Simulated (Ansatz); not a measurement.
Basis-set extrapolation for CH$_{7}$AlOSi (`[CH3][AlH][O][SiH3]`) (PBE0-D4/def2-TZVP geometry, frozen core, the Gaussian-basis code of Ansatz). Multiplicity 1, RHF reference.

```
                      def2-TZVPP   def2-QZVPP
                 HF  -647.836574  -647.859474
    MP2 correlation    -0.620506    -0.666297
CCSD(T) correlation    -0.688794      not run
```

Energies in hartree. Use E(X) = E(∞) + A·exp(−7.88·√X) for Hartree–Fock and E(X) = E(∞) + B·X^(−2.97) for correlation, with X = 3 and 4, and add CCSD(T) minus MP2 of the smaller set to the MP2 limit.

Q: What is the CCSD(T) energy at the basis-set limit?

A: HF limit: -647.859474 + (-0.022900) × 0.13774 = -647.86263. MP2 limit: -0.666297 + (-0.045791) × 0.74074 = -0.70022. Higher-order term: -0.688794 − (-0.620506) = -0.06829. Total: -648.63114 hartree, 66.4 kcal/mol below CCSD(T)/def2-TZVPP.
